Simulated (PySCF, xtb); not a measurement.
CH₇GeNOSi, SMILES [OH][Ge@@H]1[NH]C[SiH2]1.

GFN2-xTB (xtb 6.7.1) at its own geometry gives an orbital gap of 3.01 eV and a dipole moment of 2.17 D.

Coordinates come from a B3LYP-D3(BJ)/def2-SVP optimisation. The structure was generated by enumeration; whether it is a known compound was not checked. One conformer was computed; it need not be the lowest.

Task: What does PySCF with PBE/def2-TZVP give? (Estimate from the structure and the level; the computed values follow.)

Result: gap 4.34 eV (levels -5.27 and -0.94 eV), dipole 1.18 D.
